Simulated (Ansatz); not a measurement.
`[OH][GeH]([F])[F]` → `[F][GeH][F]`• + `[OH]`• at 500 K and 1 bar (homolysis of the Ge–O bond).

Computed with Ansatz on PBE0-D4/def2-TZVP structures; ΔE is electronic, products minus reactants. CCSD(T)/CBS is the MP2 limit (def2-TZVPP, def2-QZVPP) plus CCSD(T) − MP2 in def2-TZVPP, frozen cores. This one scheme is used for every species. No spin–orbit coupling; open shells (•) take unrestricted orbitals. For Ge outer-core shells are correlated without core-valence functions, which leaves a few kJ/mol of doubt a bond. Scalar relativity is left out up to krypton. One conformer a species, not always the lowest.

```csv
species,CCSD(T)/CBS energy (Eh),H − E (kJ/mol),S (J/(mol·K))
`[OH][GeH]([F])[F]`,-2352.17909,105.1,360.9
`[F][GeH][F]`•,-2276.31615,54.3,318.8
`[OH]`•,-75.67771,37.0,199.0
```

H − E and S are ideal-gas, rigid-rotor, harmonic terms from PBE0-D4/def2-TZVP, for one conformer and one mirror image of each species, with the whole ground term of open shells counted as degenerate. 1 Eh = 2625.50 kJ/mol, R = 8.31446 J/(mol·K).

By hand: ΔE, ΔH, ΔS and ΔG.

ΔE = (-2276.31615) + (-75.67771) − (-2352.17909) = 0.18523 Eh = 486.3 kJ/mol. Δ(H − E) = 54.3 + 37.0 − 105.1 = -13.8, so ΔH = 472.5 kJ/mol. ΔS = 318.8 + 199.0 − 360.9 = 156.9 J/(mol·K). ΔG = 472.5 − 500 × (156.9)/1000 = 394.1 kJ/mol.

By hand: the equilibrium constant, and the temperature at which ΔG would vanish if ΔH and ΔS stayed fixed.

log₁₀ K = −ΔG/(RT ln 10) = -41.2. ΔG = 0 at ΔH/ΔS = 3011 K, far beyond where these terms or the molecules hold.

The number of gas molecules changes by +1, which sets the sign of ΔS. A doubt of 5 kJ/mol in ΔE shifts log₁₀ K by 0.5 here. Other conformers and mirror images would add mixing entropy, several J/(mol·K) or more a flexible species. These are equilibria of isolated gas molecules and say nothing of rates. Largest T1 diagnostic: 0.015 (customary marks: 0.02 for closed shells, 0.045 for open ones).
